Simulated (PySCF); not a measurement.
Field gradients at the hydrogen positions

Species: C₉H₁₃F.
Structure used (GFN2-xTB), in Å, numbered top down from 1:
```xyz
23
C9H13F angstrom
C      2.7503    0.7746    1.0568
C      1.5299    0.2941    0.9190
C      0.7992    0.1884   -0.3935
F      1.6373    0.6519   -1.4064
C      0.4650   -1.2707   -0.7477
C     -0.6515   -1.8414    0.1176
C     -1.8979   -0.9694    0.0194
C     -1.5790    0.4616    0.4561
C     -0.4588    1.0328   -0.3644
C     -0.5516    2.1751   -1.0238
H      3.2301    0.8269    2.0192
H      3.3148    1.1311    0.2123
H      0.9708   -0.0610    1.7718
H      1.3742   -1.8684   -0.6544
H      0.1585   -1.2823   -1.7965
H     -0.8784   -2.8554   -0.2171
H     -0.3256   -1.9032    1.1578
H     -2.2530   -0.9589   -1.0135
H     -2.6941   -1.3769    0.6456
H     -2.4625    1.0932    0.3513
H     -1.2945    0.4592    1.5121
H      0.2635    2.5596   -1.6112
H     -1.4516    2.7662   -1.0003
```

Level: PBE0/pcSseg-1 (PySCF, non-relativistic); Q(2H) = 0.00286 b; rigid geometry, the same for H and D, with no vibrational averaging.

Question: Rank these positions by the coupling χzz of a deuteron there, largest first.
A. H11 (vinylic hydrogen)
B. H15 (methylene hydrogen)
C. H13 (vinylic hydrogen)

Answer: A (227 kHz), C (221 kHz), B (201 kHz).

What are Vzz, η and χzz (234.96 MHz × Q × Vzz) at all hydrogens?

| atom | bonded to | bond length (Å) | Vzz (au) | η | χzz (kHz) |
| --- | --- | --- | --- | --- | --- |
| H11 | C1 | 1.077 | 0.3380 | 0.04 | 227 |
| H12 | C1 | 1.077 | 0.3347 | 0.03 | 225 |
| H13 | C2 | 1.080 | 0.3286 | 0.07 | 221 |
| H14 | C5 | 1.092 | 0.3018 | 0.02 | 203 |
| H15 | C5 | 1.093 | 0.2998 | 0.02 | 201 |
| H16 | C6 | 1.092 | 0.3053 | 0.01 | 205 |
| H17 | C6 | 1.092 | 0.3041 | 0.01 | 204 |
| H18 | C7 | 1.092 | 0.3018 | 0.01 | 203 |
| H19 | C7 | 1.092 | 0.3054 | 0.01 | 205 |
| H20 | C8 | 1.091 | 0.3048 | 0.03 | 205 |
| H21 | C8 | 1.094 | 0.3014 | 0.01 | 203 |
| H22 | C10 | 1.076 | 0.3369 | 0.04 | 226 |
| H23 | C10 | 1.077 | 0.3378 | 0.05 | 227 |

How does χzz go with the bond length over the 13 C–H bonds?

A straight-line fit has a slope of -14.4 kHz for each 0.01 Å, with a correlation coefficient of -1.00, over lengths from 1.076 to 1.094 Å. The longer bonds have the smaller couplings here.

Isolated species at its GFN2-xTB geometry (one conformer only). GFN2-xTB bond lengths can be off by several hundredths of an ångström, more for odd bonds, and the gradients follow them. With a basis this small, the couplings can be 20 % off.

These values come from a run that also computed NMR shieldings. Hardware: an AMD EPYC 7R43 with one thread, no GPU, shared host with 256 logical CPUs at a one-minute load of 161. Cost: 77 s wall (grids of density and orbitals included), 1.1 GiB resident at most.
